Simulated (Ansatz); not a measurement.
Cost and result for the atomization energy of `[NH2][AlH][SiH2][SiH2]Cl` (12 atoms, 11 bonds).

```xyz
12

N     1.366   -1.828   -0.466
Al    1.280   -0.302   -1.345
Si   -0.078    1.452   -0.301
Si   -1.648    0.488    1.133
Cl   -0.647   -0.788    2.433
H     1.879   -2.643   -0.762
H     0.923   -1.990    0.425
H     2.046   -0.169   -2.726
H    -0.838    2.279   -1.286
H     0.740    2.392    0.521
H    -2.633   -0.343    0.392
H    -2.390    1.453    1.983
```

The species carries charge 0 and has multiplicity 1. Geometry: relaxed with PBE0-D4/def2-TZVP. It is one conformer, not always the lowest. Program: Ansatz. All runs use 4 threads of an Arm Neoverse V1 on a shared host. Times are those of one run each, without the atoms' runs, and a repeat can differ threefold. Electronic energies, without spin–orbit coupling; frozen cores. CCSD(T)/CBS adds CCSD(T) − MP2 in def2-TZVPP to the MP2 limit, and its time is that of the two runs behind it. T1 = 0.013. B3LYP takes the VWN-RPA correlation (the form of Gaussian; ORCA's B3LYP/G).

CCSD(T)/CBS is a level of theory with its own doubt, some kJ/mol a heavy atom from the limit and from the frozen cores, so smaller differences don't rank the functionals.

```csv
level,functions,wall time
PBE-D4/def2-TZVPP (with forces),297,3.7 s
PBE0-D4/def2-TZVPP,297,6 s
r2SCAN-D4/def2-TZVPP (with forces),297,8 s
B3LYP-D4/def2-TZVPP (with forces),297,8.5 s
B2PLYP/def2-TZVPP,297,9 s
ωB97X-V/def2-TZVPP,297,13 s
ωB97M-V/def2-TZVPP (with forces),297,19 s
MP2/def2-QZVPP,547,34 s
CCSD(T)/def2-TZVPP,297,4.3 min
CCSD(T)/CBS(def2),–,4.8 min
```

Question: What atomization energy does each give, and how far from CCSD(T)/CBS? (An estimate is asked.)

Answer: Computed: 
```
                             level  atomization (kJ/mol)  difference from CCSD(T)/CBS  per bond
   PBE-D4/def2-TZVPP (with forces)                3609.0                        -14.0      -1.3
                PBE0-D4/def2-TZVPP                3580.6                        -42.4      -3.8
r2SCAN-D4/def2-TZVPP (with forces)                3615.1                         -7.9      -0.7
 B3LYP-D4/def2-TZVPP (with forces)                3606.6                        -16.4      -1.5
                 B2PLYP/def2-TZVPP                3550.5                        -72.5      -6.6
                ωB97X-V/def2-TZVPP                3650.3                         27.3       2.5
  ωB97M-V/def2-TZVPP (with forces)                3620.0                         -3.0      -0.3
                    MP2/def2-QZVPP                3582.6                        -40.4      -3.7
                CCSD(T)/def2-TZVPP                3509.1                       -113.9     -10.4
                 CCSD(T)/CBS(def2)                3623.0                          0.0       0.0
```

The D4 term adds +51.7 kJ/mol with B3LYP and +27.8 kJ/mol with PBE0; it sums over pairs of atoms, weighted by their polarisabilities, and B3LYP, whose exchange is more repulsive, gets the larger term. In def2-TZVPP, CCSD(T) changes the Hartree–Fock value by +861.7 kJ/mol (the triples alone add +45.8 kJ/mol) and MP2 by +867.3 kJ/mol; breaking electron pairs costs correlation energy, which Hartree–Fock lacks. From PBE to PBE0 (25 % exact exchange), in def2-TZVPP and without D4, the atomization energy moves by −24.3 kJ/mol: exact exchange takes away binding that semilocal exchange gives to molecules.
